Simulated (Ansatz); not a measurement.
Gas-phase electronic energies from Ansatz, PBE0-D4/def2-TZVP geometries. CCSD(T)/CBS is the MP2 limit (def2-TZVPP, def2-QZVPP) plus CCSD(T) − MP2 in def2-TZVPP, frozen cores. This one scheme is used for every species. Functionals use def2-TZVPP. No spin–orbit coupling; open shells (•) take unrestricted orbitals. For Br outer-core shells are correlated without core-valence functions, which leaves a few kJ/mol of doubt a bond. Scalar relativity is left out up to krypton. Each species was taken in one conformer, which may not be the lowest.

Consider the homolysis of the S–Si bond: `O[Si](S)(Cl)Br` → `[SH]`• + `O[Si](Cl)Br`•.

```tsv
level	ΔE (kcal/mol)	difference from CCSD(T)/CBS
r2SCAN-D4	89.1	-5.7
r2SCAN	88.5	-6.3
PBE0	89.1	-5.7
CAM-B3LYP	86.6	-8.2
LC-ωPBE	89.3	-5.5
MP2/def2-SVP	89.8	-5.0
CCSD(T)/def2-SVP	86.2	-8.6
MP2/def2-TZVPP	95.7	0.9
MP2/CBS(def2)	99.7	4.9
CCSD/CBS(def2)	92.3	-2.5
CCSD(T)/CBS	94.8	0
```

Largest T1 diagnostic among the species: 0.012.

At CCSD(T), def2-SVP lies −8.6 kcal/mol from the extrapolated value and def2-TZVPP −3.9 kcal/mol: correlation converges slowly with the basis, and small sets miss more of it in the bonded molecule than in its fragments. Leaving LDA and LC-ωPBE aside and taking each functional with its dispersion term where it has one, the values, not all of them listed here, spread over 9.1 kcal/mol, from BLYP-D4 to ωB97M-V. LDA lies +15.4 kcal/mol from PBE without D4, its usual overbinding. In def2-TZVPP, CCSD(T) changes the Hartree–Fock value by +25.1 kcal/mol (the triples alone add +2.4 kcal/mol) and MP2 by +30.0 kcal/mol; breaking electron pairs costs correlation energy, which Hartree–Fock lacks.

CCSD(T)/CBS has its own doubt, a few kJ/mol and more with outer-core shells, so smaller differences from it don't rank the levels.
